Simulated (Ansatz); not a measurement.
AsH4Si (SMILES [SiH2][AsH2]) moved off its minimum; all values from Ansatz (a program for electronic structure), cores frozen in correlated methods. Open shells are unrestricted.
(charge 0, multiplicity 2)
```xyz
6

Si    -1.64454    -0.34228    -0.21417
As     0.73744     0.19167     0.16026
H     -2.46159     0.79511     0.14734
H     -1.89580    -1.01585    -1.48834
H      1.07814    -1.30378    -0.06789
H      0.93804     0.59987    -1.23544
```

Forces at B3LYP/def2-TZVPP (eV/Å):

```json
[
 {"atom": "Si1", "Fx": "1.412", "Fy": "-0.408", "Fz": "0.704"},
 {"atom": "As2", "Fx": "-0.893", "Fy": "-0.815", "Fz": "1.083"},
 {"atom": "H3", "Fx": "-0.537", "Fy": "0.524", "Fz": "-0.144"},
 {"atom": "H4", "Fx": "-0.273", "Fy": "0.075", "Fz": "-0.399"},
 {"atom": "H5", "Fx": "0.043", "Fy": "0.468", "Fz": "-0.098"},
 {"atom": "H6", "Fx": "0.248", "Fy": "0.156", "Fz": "-1.146"}
]
```

### Question
Give the forces (eV/Å), the total energy and the dipole at CCSD(T)/def2-TZVPPD.

### Answer

```tsv
atom	Fx	Fy	Fz
Si1	1.504	-0.356	0.687
As2	-1.007	-0.864	1.070
H3	-0.528	0.508	-0.131
H4	-0.250	0.069	-0.373
H5	0.033	0.456	-0.082
H6	0.248	0.186	-1.171
```
Energy -2525.7338 hartree, dipole 0.57 D.
